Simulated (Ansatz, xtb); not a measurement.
The molecule LaC, multiplicity 2 (lowest of 2S+1 = 2, 4, 6 at CCSD(T)/def2-TZVPP on PBE0 minima; our sources give no spin for the ground state, which may be another). No spin–orbit coupling. The T1 diagnostic near the minimum is 0.065, so single-reference values are doubtful.

Constants: fifth-degree fit in 1/R to seven points, most abundant isotopes. Runs in def2 and cc sets follow the lowest solution found near the PBE0 minimum.

Run with Ansatz (Gaussian orbitals); xtb for the GFN methods. Each number belongs to the level named beside it. In def2 rows elements past Kr take small-core potentials, without spin–orbit coupling. The GFN methods have no spin term and hold the electronic entropy of 300 K.

```
level               r_e (Å)  ω_e (cm⁻¹)  ω_e x_e (cm⁻¹)  α_e (cm⁻¹)  dipole (D)
------------------  -------  ----------  --------------  ----------  ----------
GFN1-xTB              2.057         352             1.2      0.0059           -
SVWN5/def2-TZVPP      1.987         756             2.2      0.0018        6.90
PBE/def2-TZVPP        2.004         740             2.3      0.0018        6.86
r2SCAN/def2-TZVPP     1.996         762             2.5      0.0017        7.18
B97M-V/def2-TZVPP     1.996         745             2.7      0.0019        7.11
B3LYP/def2-TZVPP      2.001         742             2.4      0.0018        7.42
PBE0/def2-TZVPP       1.979         779             2.5      0.0018        7.47
wB97X-V/def2-TZVPP    1.961         811             2.7      0.0018        8.33
wB97M-V/def2-TZVPP    1.966         803             3.0      0.0019        8.17
```

Ansatz is a quantum-chemistry and plane-wave program.
